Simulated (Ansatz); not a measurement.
Ansatz (a first-principles code) input (CCSD(T)/aug-cc-pVDZ):

Ansatz 0.2 input:
```yaml
crystal:
  periodic: [false, false, false]
  atoms:
    - {symbol: C, position_ang: [-2.26044247, -0.24252192, -0.05340764]}
    - {symbol: C, position_ang: [-0.82067744, 0.26253588, -0.14936143]}
    - {symbol: C, position_ang: [0.25189949, -0.73028271, 0.27140453]}
    - {symbol: C, position_ang: [1.80661687, -0.21263278, 0.18673843]}
    - {symbol: O, position_ang: [1.88073195, 0.95322808, -0.21320112]}
    - {symbol: H, position_ang: [-2.41248798, -1.12662500, -0.68090014]}
    - {symbol: H, position_ang: [-2.99188114, 0.51702024, -0.36955268]}
    - {symbol: H, position_ang: [-2.51031043, -0.53279875, 0.97215867]}
    - {symbol: H, position_ang: [-0.70816362, 1.17081772, 0.45296133]}
    - {symbol: H, position_ang: [-0.61206232, 0.58579998, -1.17528924]}
    - {symbol: H, position_ang: [0.11025669, -1.05757532, 1.31186212]}
    - {symbol: H, position_ang: [0.21441439, -1.64505429, -0.33787460]}
basis:
  gaussian:
    orbitals: aug-cc-pVDZ
total_charge: -1
magnetization: {spin_polarized: false}
correlation: {method: ccsd_t, electrons: outside_noble_gas}
output: {forces: true}
```

End of the output:

```
cycle   8  -22.83754922 eV  change   -3.1e-4 eV  update   3.4e-3
cycle   9  -22.83728450 eV  change    2.6e-4 eV  update   1.6e-3
cycle  10  -22.83851887 eV  change   -1.2e-3 eV  update   7.7e-4
cycle  11  -22.83846888 eV  change    5.0e-5 eV  update   4.5e-4
cycle  12  -22.83808719 eV  change    3.8e-4 eV  update   2.8e-4
cycle  13  -22.83812353 eV  change   -3.6e-5 eV  update   1.8e-4
cycle  14  -22.83800360 eV  change    1.2e-4 eV  update   9.9e-5
cycle  15  -22.83797239 eV  change    3.1e-5 eV  update   5.3e-5
cycle  16  -22.83797713 eV  change   -4.7e-6 eV  update   2.9e-5
cycle  17  -22.83798146 eV  change   -4.3e-6 eV  update   1.9e-5
cycle  18  -22.83798324 eV  change   -1.8e-6 eV  update   1.0e-5
cycle  19  -22.83798144 eV  change    1.8e-6 eV  update   6.9e-6
cycle  20  -22.83797997 eV  change    1.5e-6 eV  update   3.8e-6
cycle  21  -22.83797885 eV  change    1.1e-6 eV  update   2.0e-6
perturbative correction -0.89657149 eV, -0.0329483947 hartree
the calculation of the forces begins
Total energy: -6292.26294169 eV, -231.2363980582 hartree
Atom 0 at    -2.260442    -0.242522    -0.053408 Å, force     0.029711    -0.015138     0.006708 eV/Å
Atom 1 at    -0.820677     0.262536    -0.149361 Å, force     0.073056     0.129181    -0.040621 eV/Å
Atom 2 at     0.251899    -0.730283     0.271405 Å, force     0.330613    -0.036044     0.032940 eV/Å
Atom 3 at     1.806617    -0.212633     0.186738 Å, force    -0.384407    -0.969078     0.312225 eV/Å
Atom 4 at     1.880732     0.953228    -0.213201 Å, force     0.246757     1.105757    -0.368672 eV/Å
Atom 5 at    -2.412488    -1.126625    -0.680900 Å, force    -0.054340    -0.379085    -0.281279 eV/Å
Atom 6 at    -2.991881     0.517020    -0.369553 Å, force    -0.217349     0.286868    -0.115946 eV/Å
Atom 7 at    -2.510310    -0.532799     0.972159 Å, force    -0.097614    -0.116199     0.450604 eV/Å
Atom 8 at    -0.708164     1.170818     0.452961 Å, force     0.021572     0.379619     0.273269 eV/Å
Atom 9 at    -0.612062     0.585800    -1.175289 Å, force     0.065865     0.120571    -0.448207 eV/Å
Atom 10 at     0.110257    -1.057575     1.311862 Å, force    -0.030062    -0.120836     0.460473 eV/Å
Atom 11 at     0.214414    -1.645054    -0.337875 Å, force     0.016198    -0.385616    -0.281494 eV/Å
Dipole moment:    -1.607446     0.126012    -0.145302 e Å
```

It need not be the lowest isomer of its formula. Whether it binds its extra electron was not tested at this geometry.
